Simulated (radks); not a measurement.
Results of a calculation; reference values are marked as such.
Question: These are the eigenvalues of the occupied orbitals of an atom or ion with whole-number occupations (hartree). Code: a radial shooting solver on a logarithmic mesh with Libxc functionals. Model: Dirac Kohn-Sham, LDA (Slater exchange, VWN5 correlation), spin-unpolarised, spherical densities, finite nucleus; Fermi nuclear charge, rms radius of each element as measured or else 0.836 A^(1/3) + 0.57 fm.

| orbital | eigenvalue |
|---|---|
| 1s1/2 | -2157.339 |
| 2s1/2 | -406.4956 |
| 2p1/2 | -390.0466 |
| 2p3/2 | -356.3138 |
| 3s1/2 | -130.0649 |
| 3p1/2 | -122.9277 |
| 3p3/2 | -115.6110 |
| 3d3/2 | -103.5532 |
| 3d5/2 | -101.9320 |
| 4s1/2 | -60.19722 |
| 4p1/2 | -57.20241 |
| 4p3/2 | -54.90411 |

Which element is it, and in what charge state? The configuration may be excited. Open shells, if any, fill j = l - 1/2 first.

Answer: Z = 68, erbium, charge +35: Er35+ in [Ar] 3d10 4s2 4p3. The list shows which subshells hold electrons but not how many an open one holds; the 1s level, -2157.3 hartree, gives Z - s = 65.7 by -(Z - s)^2/2, which with screening and relativity narrows Z to a few neighbours, and the depths of the outer levels then fix element, charge and occupations together.
